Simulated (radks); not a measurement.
The mean radii <r> (bohr) of the occupied orbitals of an atom or ion are listed with their occupations. Method: scalar-relativistic Kohn-Sham, r2SCAN, spin-polarised, spherical densities, finite nucleus; meta-GGA in the generalised Kohn-Sham scheme; Fermi nuclear charge, rms radius of each element as measured or else 0.836 A^(1/3) + 0.57 fm; computed with a radial shooting solver on a logarithmic mesh with Libxc functionals.

orbital  occ.      <r>
1s down     1  0.06645
1s up       1  0.06645
2s up       1   0.3076
2s down     1   0.3071
2p up       3   0.2741
2p down     3   0.2735
3s up       1   0.9490
3s down     1   0.9514
3p up       3    1.015
3p down     3    1.018
3d up       3    1.296

Name the element and its charge. Open shells, if any, are filled with parallel spins first.

Answer. Z = 23, vanadium, charge +2: V2+ in [Ar] 3d3. The 1s radius gives Z: for a bare nucleus <r> = (2 gamma + 1)/(2Z) with gamma = sqrt(1 - (Z/c)^2), 0.0646 bohr for Z = 23, and screening makes it slightly larger (0.06645 here). The occupations add up to 21, and the charge is Z minus that.
